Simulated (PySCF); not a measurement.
Zn (SMILES [Zn+]), charge +1, doublet. Base run: M062X/6-31G* (PySCF).

Input for PySCF:
```python
from pyscf import gto, scf, dft, solvent

mol = gto.Mole()
mol.atom = '''
    Zn    0.000000    0.000000    0.000000
'''
mol.basis = '6-31g*'
mol.charge = 1
mol.spin = 1
mol.verbose = 3
mol.build()

mf = dft.UKS(mol)
mf.xc = 'm062x'
mf.kernel()
mf.analyze()
```

Each row names what was changed in the base input (with any setting that the change needs).

| change | ΔE vs base (kcal/mol) |
|---|---|
| base | 0.000 |
| model = IEF-PCM; solvent = acetonitrile; lebedev_order = 41 | -106.1 |
| model = IEF-PCM; solvent = toluene | -62.8 |
| model = IEF-PCM; solvent = acetonitrile; r_probe = 0.5 | -75.9 |
| model = C-PCM; solvent = acetonitrile | -106.1 |
| model = IEF-PCM; solvent = dimethylsulfoxide | -106.9 |
| model = IEF-PCM; solvent = chloroform | -85.7 |
| model = IEF-PCM; solvent = acetonitrile; vdw_scale = 1.0 | -142.7 |
| model = SS(V)PE; solvent = acetonitrile | -106.1 |
| model = COSMO; solvent = acetonitrile | -104.6 |
| model = IEF-PCM; solvent = acetonitrile; lebedev_order = 11 | -106.6 |
| model = IEF-PCM; solvent = acetonitrile; vdw_scale = 1.1 | -121.3 |

The base is the gas phase, so ΔE is the electrostatic part of solvation at a fixed geometry, without cavity and dispersion terms.

Open shells are given as the SCF converged; they aren't shown to be the lowest states, and a large step between rows can be another state.
